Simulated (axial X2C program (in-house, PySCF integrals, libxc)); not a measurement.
CoSi⁺: bond constants with and without spin–orbit coupling

Computed with an in-house relativistic program for diatomic molecules. Spin-free means the one-electron spin-free X2C Hamiltonian; two-component (2c) means X2C with spin–orbit coupling and atomic mean-field two-electron Coulomb and Gaunt terms, so the difference of the two also holds small scalar two-electron terms. Basis: Co dyall-cv3z [9s10p6d3f2g], Si dyall-v3z [8s7p2d1f] (cores contracted in-house); Gaussian nuclei, density fitting, unrestricted open shells. Masses: Co 58.933 u, Si 27.977 u.

State, spin-free: M_S = 1, Λ = 2 (beyond evenly filled blocks: σα, δ+α, δ+β, δ-α); electrons by block: σα: 11, σβ: 10, π+α: 4, π+β: 4, π-α: 4, π-β: 4, δ+α: 1, δ+β: 1, δ-α: 1. Fragments: Co+ + Si.

State, 2c: Ω = 3 (⟨Sz⟩ = 1.00, ⟨Lz⟩ = 2.00 at PBE0); electrons by block: 1/2: 15, -1/2: 14, 3/2: 5, -3/2: 5, 5/2: 1. Fragments: Co+ + Si.

| Hamiltonian | level | Re (Å) | ωe (cm⁻¹) | Be (cm⁻¹) | De (eV) | μ (D) |
| --- | --- | --- | --- | --- | --- | --- |
| spin-free | PBE0 | 2.209 | 375.1 | 0.1822 | 2.99 | 0.39 |
| spin-free | B97-3 | 2.238 | 358.5 | 0.1775 | 2.95 | 0.52 |
| 2c | PBE0 | 2.209 | 374.5 | 0.1821 | n/a | 0.38 |
| 2c | B97-3 | 2.238 | 358.0 | 0.1774 | n/a | 0.52 |

Dipoles are positive if Si is the positive end and refer to the centre of mass.

Occupations by symmetry block were frozen at the best pattern of an incomplete PBE0 search. De is counted from the lowest determinant-based energies of the atoms at the same level, without counterpoise correction. De is not given where an atomic determinant may have missed its ground term or J level, or where the truncated virtual space spoils (T). Density functionals use the spin component along the axis (collinear). The functionals have no current-density term, which raises determinants with orbital currents, atoms included. With several unpaired electrons one determinant need not be a pure state. The determinant is spin-polarised beyond a pure state at some levels (its spin-free form has ⟨S²⟩ too high), which makes Re and μ there less reliable.

No reliable constants came from HF (2c), HF (spin-free), MP2 (2c), MP2 (spin-free): no minimum in range, unconverged points, a curve that is not smooth, a change of character along it, or the two Hamiltonians disagreeing along it.

Rough cost a point (2c) on 1 thread(s) of a shared host, integrals apart: PBE0 0.5 s, B97-3 0.5 s.

The whole task took 2.2 min on 1 thread of Arm Neoverse V1, on a shared host.
